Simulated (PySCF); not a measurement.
Method: PBE-D3(BJ)/def2-TZVP // PBE0-D3(BJ)/def2-TZVP run with PySCF. Isolated molecules, 0 K electronic values unless said otherwise. One relaxed conformer stands for a flexible species; it need not be the lowest. Excitations are Tamm–Dancoff values on a coarser integration grid. The basis has no diffuse functions, so Rydberg states are missing or too high.

Reference species (SMILES): `[SH][AlH][SH]` (H–S–Al–S torsion 0°, S–Al–S–H torsion 0°) (neutral, multiplicity 1).

- T1 excitation (TDA) = 4.49 eV
- LUMO = -1.78 eV

Changed species: `[SH][Al]([SH])[SH]` (3 of 3 H replaced by SH; the reference has 2 of 3 H replaced by SH).

Q: What does the change do to the T1 excitation (TDA) and LUMO?

A: the T1 excitation (TDA) increases by 0.40 eV, to 4.89 eV; the LUMO increases by 0.30 eV, to -1.48 eV.
